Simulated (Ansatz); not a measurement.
`C=C[Si](N)(Cl)O[SiH3]` + `[F][In]([O][SiH3])[O][SiH3]` → `C=C[Si](N)(F)O[SiH3]` + `[SiH3][O][In]([Cl])[O][SiH3]`  (redistribution)

Program: Ansatz. Geometries: PBE0-D4/def2-TZVP. ΔE: electronic, gas phase. CCSD(T)/CBS adds triple-zeta CCSD(T) − MP2 to the extrapolated MP2 energy (def2 sets, frozen cores). Functionals use def2-TZVPP. B3LYP here is the variant with VWN-RPA as its local correlation; programs differ in this. def2 core potentials past Kr. For In outer-core shells are correlated without core-valence functions, which leaves a few kJ/mol of doubt a bond. One conformer a species, not always the lowest.

```json
{"level": "r2SCAN-D4", "ΔE (kJ/mol)": "-108.2", "difference from CCSD(T)/CBS": "1.7"}
{"level": "PBE0-D4", "ΔE (kJ/mol)": "-106.9", "difference from CCSD(T)/CBS": "3.0"}
{"level": "B3LYP-D4", "ΔE (kJ/mol)": "-109.6", "difference from CCSD(T)/CBS": "0.3"}
{"level": "ωB97X-V", "ΔE (kJ/mol)": "-106.2", "difference from CCSD(T)/CBS": "3.7"}
{"level": "ωB97M-V", "ΔE (kJ/mol)": "-108.8", "difference from CCSD(T)/CBS": "1.1"}
{"level": "B2PLYP", "ΔE (kJ/mol)": "-113.8", "difference from CCSD(T)/CBS": "-3.9"}
{"level": "PBE", "ΔE (kJ/mol)": "-101.0", "difference from CCSD(T)/CBS": "8.9"}
{"level": "r2SCAN", "ΔE (kJ/mol)": "-109.2", "difference from CCSD(T)/CBS": "0.7"}
{"level": "B3LYP", "ΔE (kJ/mol)": "-116.4", "difference from CCSD(T)/CBS": "-6.5"}
{"level": "HF/def2-TZVPP", "ΔE (kJ/mol)": "-136.2", "difference from CCSD(T)/CBS": "-26.3"}
{"level": "SCS-MP2/def2-TZVPP", "ΔE (kJ/mol)": "-112.8", "difference from CCSD(T)/CBS": "-2.9"}
{"level": "CCSD/def2-TZVPP", "ΔE (kJ/mol)": "-118.6", "difference from CCSD(T)/CBS": "-8.7"}
{"level": "MP2/def2-QZVPP", "ΔE (kJ/mol)": "-108.2", "difference from CCSD(T)/CBS": "1.7"}
{"level": "SCS-MP2/def2-QZVPP", "ΔE (kJ/mol)": "-110.6", "difference from CCSD(T)/CBS": "-0.7"}
{"level": "MP2/CBS(def2)", "ΔE (kJ/mol)": "-106.6", "difference from CCSD(T)/CBS": "3.3"}
{"level": "CCSD/CBS(def2)", "ΔE (kJ/mol)": "-114.5", "difference from CCSD(T)/CBS": "-4.6"}
{"level": "CCSD(T)/CBS", "ΔE (kJ/mol)": "-109.9", "difference from CCSD(T)/CBS": "0"}
```

Largest T1 diagnostic among the species: 0.016.

From PBE to PBE0 (25 % exact exchange), in def2-TZVPP and without D4, ΔE moves by −9.6 kJ/mol. In def2-TZVPP, CCSD(T) changes the Hartree–Fock value by +22.1 kJ/mol (the triples alone add +4.6 kJ/mol) and MP2 by +25.5 kJ/mol. The D4 term adds +6.8 kJ/mol with B3LYP and +3.7 kJ/mol with PBE0; it sums over pairs of atoms, weighted by their polarisabilities, and B3LYP, whose exchange is more repulsive, gets the larger term.
